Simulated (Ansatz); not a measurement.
```yaml
crystal:
  periodic: [true, true, true]
  atoms:
    - {symbol: C, position_ang: [-0.762280, 1.064422, -0.571358]}
    - {symbol: N, position_ang: [-0.086712, 0.385917, 0.348014]}
    - {symbol: C, position_ang: [1.449518, 0.576851, 0.520320]}
    - {symbol: Si, position_ang: [-0.598475, -1.334659, 0.186342]}
    - {symbol: H, position_ang: [-0.346643, 1.449584, -1.543140]}
    - {symbol: H, position_ang: [-1.012409, 2.002651, -0.175676]}
    - {symbol: H, position_ang: [-1.844605, 0.830898, -0.611890]}
    - {symbol: H, position_ang: [1.154974, 1.246245, 1.425202]}
    - {symbol: H, position_ang: [1.791148, 0.722340, -0.523939]}
    - {symbol: H, position_ang: [1.604424, -0.270723, 1.149564]}
    - {symbol: H, position_ang: [-0.150398, -2.162563, -1.476640]}
    - {symbol: H, position_ang: [-1.795949, -1.813413, 0.019350]}
    - {symbol: H, position_ang: [0.198743, -1.965869, 1.362185]}
basis:
  gaussian: {orbitals: aug-cc-pVTZ}
hamiltonian: {xc: {name: SPW92}}
accuracy: high
output: {forces: true}
```

```sh
$ ansatz run in.yaml --threads 4 --pin off --events-out ev --progress --plain --max-ram 10444MiB
```

Shortened log:

```
Error: YAML parse error: error: line 2 column 3: crystal: missing field `lattice` (a structure is typed as `lattice` and `atoms`, a molecule's as `atoms` in Å alone, or read from a run's directory, `checkpoint`)
 --> <input>:2:3
1 | crystal:
2 |   periodic: [true, true, true]
3 |   atoms:
4 |     - {symbol: C, position_ang: [-0.762280, 1.064422, -0.571358]}
```

In this input the molecule is marked periodic without a cell. The program refused the input.
